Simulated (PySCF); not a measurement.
## Basis and Hamiltonian dependence of the ionisation energy of Sc²⁺

Sc²⁺ [Ar] 3d1 (2D) → Sc³⁺ [Ar] (1S). All values are computed (PySCF 2.14, energy differences of UHF-based or UKS calculations, no spin-orbit coupling). Values in eV.

| basis | Hamiltonian | functions | UHF | PBE | PBE0 | CCSD(T) (valence and next inner shell) |
| --- | --- | --- | --- | --- | --- | --- |
| x2c-SVPall | spin-free X2C | 36 | 24.269 | n/a | n/a | n/a |
| cc-pVDZ-DK | spin-free X2C | 43 | 24.242 | 25.816 | n/a | n/a |
| Sapporo-DKH3-DZP-2012 | spin-free X2C | 43 | 23.779 | 25.278 | 25.138 | n/a |
| x2c-TZVPall | spin-free X2C | 48 | 23.777 | n/a | n/a | n/a |
| ANO-RCC-VTZP | spin-free X2C | 59 | 23.868 | 25.272 | 25.155 | 24.373 |
| aug-cc-pVDZ-DK | spin-free X2C | 59 | 24.180 | 25.737 | 25.599 | n/a |
| aug-cc-pVDZ | non-relativistic | 59 | 24.271 | 25.800 | 25.668 | n/a |
| x2c-TZVPPall | spin-free X2C | 64 | 23.793 | 25.283 | 25.143 | 23.982 |
| x2c-TZVPPall with one added diffuse shell each of s, p, d, f type | spin-free X2C | 80 | 23.793 | 25.283 | 25.143 | 23.983 |
| def2-QZVPPD | non-relativistic | 93 | 24.022 | 25.515 | 25.369 | 24.512 |
| aug-cc-pVTZ-DK | spin-free X2C | 93 | 23.834 | 25.314 | 25.173 | n/a |
| dyall-av2z | non-relativistic | 101 | 23.914 | 25.415 | 25.275 | n/a |
| aug-cc-pVQZ-DK | spin-free X2C | 140 | 23.859 | 25.325 | 25.186 | n/a |
| aug-cc-pwCVTZ-DK with one added diffuse shell each of s, p, d, f, g type | spin-free X2C | 152 | 23.859 | 25.321 | 25.182 | n/a |

Frozen in the all-electron rows: valence: [Ar]; valence and next inner shell: [Ne].

At UHF, x2c-SVPall, cc-pVDZ-DK, aug-cc-pVDZ-DK lie more than 0.3 eV from the median of the rows with comparable relativity. Sets contracted for the neutral atom can be stiff in a shell that they treat as core.

Non-relativistic rows lack the scalar-relativistic shift.

Between the lowest levels the reference is 24.757 eV (measured; NIST Atomic Spectra Database, ionization energies); it includes spin-orbit coupling, which these numbers lack.
